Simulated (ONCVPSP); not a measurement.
# Which change was made? (Ta, ONCV)

* Element: Ta
* Generator: ONCVPSP 4.0.1
* Type: optimised norm-conserving Vanderbilt (ONCV)
* Functional: PBE
* Relativity: scalar-relativistic
* Frozen core: [Kr] 4d10 4f14
* Valence charge: 13
* Reference configuration: 5s2 5p6 5d3 (charge +2)
* Partial waves: 5s: rc 1.85 bohr, ncon 5, nbas 8, qcut 8.3 1/bohr, 3 projectors, debl 1.6 Ha; 5p: rc 2.15 bohr, ncon 4, nbas 8, qcut 5.4 1/bohr, 2 projectors, debl 2.9 Ha; 5d: rc 1.95 bohr, ncon 3, nbas 8, qcut 4.3 1/bohr, 2 projectors, debl 1.5 Ha
* Local potential: polynomial inside 1.55 bohr (lpopt 2, dvloc0 0 Ha)
* Core correction: polynomial model core, fcfact 0.55

In the s channel the program set the typed energies aside and used -3.254, 0.050, 1.650 Ha.

Cutoffs, loose and tight: the cutoffs (Ha) at which the residual kinetic energy of the hardest occupied pseudo-wave falls to 1 and 0.1 mHa per electron. They do not see the model core or the augmentation charge, which bear on the density cutoff. Test errors are all-electron minus pseudo excitation energies from the reference, over the configurations 5s2 5p6 5d3 6s2; 5s2 5p6 5d3 6s1; 5s2 5p6 5d2; 5s2 5p6 5d2 6s2; variants that change the core or the reference have their own tests.

The base gives: outcome: generated, projector energies reset by the program; cutoff, loose: 26 Ha; cutoff, tight: 69 Ha; bound ghosts: none; GHOST(+) flags above zero: s; largest test error (meV): -18.

Task: After one change the result is: outcome: generated, projector energies reset by the program; cutoff, loose: 24 Ha; cutoff, tight: 28 Ha; bound ghosts: none; GHOST(+) flags above zero: s; largest test error (meV): +47. Which change was it?
A. s: qcut 9.8; p: qcut 6.4; d: qcut 5.1
B. d: qcut 3.3
C. d: rc 2.68

Result: C. The others give: d: qcut 3.3 → outcome: generated, projector energies reset by the program; cutoff, loose: 66 Ha; cutoff, tight: 113 Ha; bound ghosts: none; GHOST(+) flags above zero: s; largest test error (meV): +15 | s: qcut 9.8; p: qcut 6.4; d: qcut 5.1 → outcome: failed: ERROR pspot: first pseudo wave function has node, program will stop.
